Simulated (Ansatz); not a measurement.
Predict a relaxed structure of B(OCMe2)Cl3 (C3H6BCl3O), charge 0, singlet, at B3LYP-D4/def2-SVP (Ansatz).


```xyz
14

B     0.836   -1.958    0.221
O    -0.309   -0.939   -0.212
C    -0.379    0.304   -0.144
C    -1.624    0.937   -0.664
C     0.704    1.149    0.417
H    -2.079    1.552    0.130
H    -1.359    1.629   -1.482
H    -2.333    0.180   -1.020
H     1.634    0.933   -0.136
H     0.904    0.812    1.448
H     0.455    2.215    0.384
Cl    1.062   -1.729    2.038
Cl    2.327   -1.501   -0.763
Cl    0.161   -3.585   -0.216
```
Point group Cs (tolerance 0.1 Å). This is one stationary point.
